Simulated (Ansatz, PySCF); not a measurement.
H$_{6}$GeSi, charge -1, doublet, at the geometry of the source list (a state made from the parent by changing its charge; the spin is typed, not shown lowest) (a gas-phase anion, which may not be bound at this level). Base run: CASSCF(7,5)/STO-3G (PySCF).

Here is a job for PySCF.
```python
from pyscf import gto, scf, mcscf
import numpy

mol = gto.M(
    atom='''
Si   -1.20920000    0.12370000    0.01790000
Ge    1.10930000   -0.11160000   -0.01550000
H    -1.79110000   -0.70670000    1.07280000
H    -1.57980000    1.51780000    0.26520000
H    -1.78100000   -0.28920000   -1.26450000
H     1.61290000   -1.42810000   -0.52970000
H     1.84820000    0.88280000   -0.86240000
H     1.79070000    0.01130000    1.31620000
''',
    basis='sto-3g',
    charge=-1,
    spin=1,
    verbose=4,
)

mf = scf.ROHF(mol)
mf.kernel()
mc = mcscf.CASSCF(mf, 5, 7)
mc.fix_spin_(ss=0.75)
mc.kernel()
occ = numpy.linalg.eigvalsh(mc.fcisolver.make_rdm1(mc.ci, mc.ncas, mc.nelecas))[::-1]
ss = mc.fcisolver.spin_square(mc.ci, mc.ncas, mc.nelecas)[0]
print('natural occupations', occ.round(4), ' <S^2>', round(ss, 4))
```

Programs used: Ansatz (a first-principles code), PySCF; a row that names a program was run with it.

Each row names what was changed in the base input (with any setting that the change needs).

```tsv
change	ΔE vs base (kcal/mol)	natural occupations	<S^2> of the state
base	0.000	2.00 2.00 1.98 1.00 0.02	0.75
active space = 7 electrons, 6 orbitals	-10.13	2.00 1.98 1.97 1.00 0.03 0.02	0.75
correction = SC-NEVPT2	-40.56	2.00 2.00 1.98 1.00 0.02	0.75
state_average = 2 states	6.15	-	-
code = ansatz; correction = SC-NEVPT2, all electrons	-40.56	-	-
active space = 7 electrons, 9 orbitals	-18.86	1.98 1.97 1.97 1.00 0.03 0.02 0.02 0.00 0.00	0.75
conv_tol = 1e-5	0.004	2.00 2.00 1.98 1.00 0.02	0.75
fix_spin_ = off	0.000	2.00 2.00 1.98 1.00 0.02	0.75
orbitals = fixed (CASCI)	7.86	2.00 2.00 2.00 1.00 0.01	0.75
active space = 3 electrons, 3 orbitals	0.90	1.98 1.00 0.02	0.75
solver = newton	0.000	2.00 2.00 1.98 1.00 0.02	0.75
```

Active orbitals are taken around the Fermi level unless the row says otherwise; CASSCF can end in different local minima, and two programs can end on different orbitals. State-averaged rows give the lowest state.

Open shells are given as the SCF converged; they aren't shown to be the lowest states, and a large step between rows can be another state.

A gas-phase anion may not be bound at this level; its values then depend on the basis.
